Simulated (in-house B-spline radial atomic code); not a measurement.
BLYP excitations of Se V (Se4+)

Method: BLYP. Computed with an all-electron radial atomic-structure program (B-spline basis): linear response of the closed shell [Ar] 3d10 4s2 with the functional's adiabatic kernel; scalar-relativistic (spin-free one-electron X2C), finite nucleus, no spin-orbit coupling, no double excitations, S, P, D and F terms only; shells from n = 2 respond. Only terms of natural parity with L up to 3 were computed.

Command:
```bash
python run_td.py task.json out
```
Settings (radii: box in bohr, nucleus in fm):
```
Z                        34
electrons                30
configuration            [Ar] 3d10 4s2
hamiltonian              x2c
method                   b88,lyp
box_radius               19.1
rms_radius               4.14
intervals                72
```

Run time, properties included: 0.6 s on 1 thread of Intel(R) Xeon(R) 6975P-C (Granite Rapids), with other jobs on the host.

The lowest states, in the order of their Tamm-Dancoff energies; the method's threshold (minus the highest occupied level) is 61.84 eV. Labels give the largest channel, * marks a mixed state, and oscillator strengths are full-response dipole values. Semilocal kernels can invert the small singlet-triplet splittings of Rydberg terms. Energies in eV:

```tsv
state	full response	Tamm-Dancoff	oscillator strength
4s → 4p 3P	11.864	11.994	-
4s → 4p 1P	?	?	?
4s → 4d 3D	30.98	31.02	-
4s → 4d 1D	32.69	32.71	-
4s → 5s 3S	35.19	35.20	-
4s → 5s 1S	36.22	36.25	-
4s → 5p 3P	39.75	39.76	-
4s → 5p 1P	40.25	40.30	0.0379
4s → 4f 3F	44.29	44.31	-
4s → 4f 1F	44.75	44.75	-
4s → 5d 3D	46.41	46.42	-
4s → 5d 1D	46.73	46.74	-
4s → 6s 3S	47.54	47.54	-
4s → 6s 1S	47.85	47.86	-
4s → 6p 3P	?	?	-
4s → 6p 1P	49.62	49.64	0.0227
```

Task: Where does 4s → 6p 3P lie?

Result: At 49.43 eV in full response, 49.44 eV in Tamm-Dancoff.

Task: Where does 4s → 4p 1P lie?

Result: At 16.958 eV in full response, 17.653 eV in Tamm-Dancoff, oscillator strength 1.6.

Task: How large is the singlet-triplet splitting of 4s → 4p (P terms) in Tamm-Dancoff?

Result: 5.66 eV, from the unrounded values.

Task: What polarisabilities and dispersion coefficient does the method give?

Result: Dipole 4.63 bohr³, quadrupole 7.941 bohr⁵, C6 12.03 hartree·bohr⁶ for two such species.
